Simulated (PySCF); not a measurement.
# `CCB(Br)CC`, C4H10BBr

Geometry:
```json
{"atom": "B1", "x (Å)": "-0.100", "y (Å)": "-0.284", "z (Å)": "0.211"}
{"atom": "C2", "x (Å)": "1.485", "y (Å)": "-0.274", "z (Å)": "0.170"}
{"atom": "C3", "x (Å)": "2.114", "y (Å)": "-1.280", "z (Å)": "-0.805"}
{"atom": "H4", "x (Å)": "1.847", "y (Å)": "-0.522", "z (Å)": "1.176"}
{"atom": "H5", "x (Å)": "1.876", "y (Å)": "0.722", "z (Å)": "-0.051"}
{"atom": "H6", "x (Å)": "3.200", "y (Å)": "-1.240", "z (Å)": "-0.748"}
{"atom": "H7", "x (Å)": "1.798", "y (Å)": "-2.295", "z (Å)": "-0.576"}
{"atom": "H8", "x (Å)": "1.819", "y (Å)": "-1.054", "z (Å)": "-1.828"}
{"atom": "C9", "x (Å)": "-0.918", "y (Å)": "1.069", "z (Å)": "0.221"}
{"atom": "C10", "x (Å)": "-2.437", "y (Å)": "0.961", "z (Å)": "0.385"}
{"atom": "H11", "x (Å)": "-0.705", "y (Å)": "1.604", "z (Å)": "-0.713"}
{"atom": "H12", "x (Å)": "-0.523", "y (Å)": "1.724", "z (Å)": "1.007"}
{"atom": "H13", "x (Å)": "-2.897", "y (Å)": "1.947", "z (Å)": "0.369"}
{"atom": "H14", "x (Å)": "-2.871", "y (Å)": "0.371", "z (Å)": "-0.420"}
{"atom": "H15", "x (Å)": "-2.690", "y (Å)": "0.482", "z (Å)": "1.329"}
{"atom": "Br16", "x (Å)": "-0.999", "y (Å)": "-1.933", "z (Å)": "0.272"}
```

Level of theory: GIAO PBE0/def2-SVP magnetisability, rotational g tensor and spin-rotation constants, non-relativistic, gas phase (PySCF 2.14.0). Geometry: GFN2-xTB.

The calculation is non-relativistic, which matters for the atoms heavier than Zn.

Task: Give the nuclear spin-rotation constants along the inertial axes (H = +C I·J) beside the isotropic shieldings.

Result: Rotational constants 2.3437, 1.8025, 1.0723 GHz. A star marks the isotopologue with that one atom substituted, in its own axes.
| atom | isotope | Caa (kHz) | Cbb (kHz) | Ccc (kHz) | mean (kHz) | σ (ppm) |
| --- | --- | --- | --- | --- | --- | --- |
| B1 | 11B | 0.898 | 0.849 | 0.194 | 0.647 | 25.3 |
| H4 | 1H | -0.225 | -0.218 | 0.012 | -0.144 | 30.7 |
| H5 | 1H | -0.259 | 0.062 | -0.121 | -0.106 | 30.1 |
| H6 | 1H | -0.003 | -0.174 | -0.110 | -0.096 | 30.8 |
| H7 | 1H | -0.241 | 0.036 | -0.115 | -0.107 | 30.2 |
| H8 | 1H | -0.250 | -0.208 | 0.016 | -0.147 | 31.1 |
| H11 | 1H | -0.262 | -0.104 | -0.031 | -0.133 | 30.3 |
| H12 | 1H | -0.274 | -0.081 | -0.035 | -0.130 | 30.1 |
| H13 | 1H | -0.101 | -0.090 | -0.116 | -0.102 | 30.8 |
| H14 | 1H | -0.243 | -0.121 | -0.026 | -0.130 | 30.5 |
| H15 | 1H | -0.229 | -0.135 | -0.027 | -0.131 | 30.7 |
| Br16 | 79Br | 5.404 | 2.545 | 0.321 | 2.757 | 2245.3 |
| C2 | 13C* | 0.317 | 0.271 | 0.128 | 0.239 | 172.2 |
| C3 | 13C* | 0.274 | 0.198 | 0.131 | 0.201 | 184.2 |

For the geometry as given, no vibrational averaging.
